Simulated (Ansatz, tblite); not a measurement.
Cost and result up the ladder for Li₅H₄⁺ (9 atoms). The state is a singlet with charge 1. Geometry: PBE0-D4/def2-TZVP.

```tsv
atom	x (Å)	y (Å)	z (Å)
Li1	0.111	-1.286	2.097
Li2	0.044	1.245	-2.125
Li3	0.827	1.994	1.184
Li4	-0.233	0.062	0.041
Li5	-0.670	-2.036	-1.212
H6	-0.448	-0.399	-1.784
H7	0.397	0.412	1.793
H8	-0.401	-1.767	0.495
H9	0.371	1.774	-0.490
```

Ansatz on 4 threads of Arm Neoverse V1 on a shared host; xTB runs through tblite on one thread. Times are rough, summed over both states, and most runs start from the orbitals of an earlier one. PBE0-D4/def2-TZVP serves as the yardstick here, not as an exact answer. The other state is a triplet.

The xTB rows come from tblite. The structure comes from a short search, and lower isomers may exist.

xTB has no spin-polarisation term.

```tsv
level	functions	vertical triplet (eV)	difference from PBE0-D4/def2-TZVP (eV)
r2SCAN-D4/def2-TZVP	94	4.27	-0.22
GFN2-xTB	24	5.24	0.74
PBE0-D4/def2-TZVP (with forces)	94	4.50	0.00
PBE-D4/def2-TZVP	94	4.03	-0.47
GFN1-xTB	28	2.50	-1.99
```

Task: Estimate how long each takes.

Result: GFN1-xTB 0.006 s; GFN2-xTB 0.006 s; PBE-D4/def2-TZVP 1.8 s; PBE0-D4/def2-TZVP (with forces) 2.3 s; r2SCAN-D4/def2-TZVP 3.8 s. On shared hardware such times vary by a factor of up to 3.
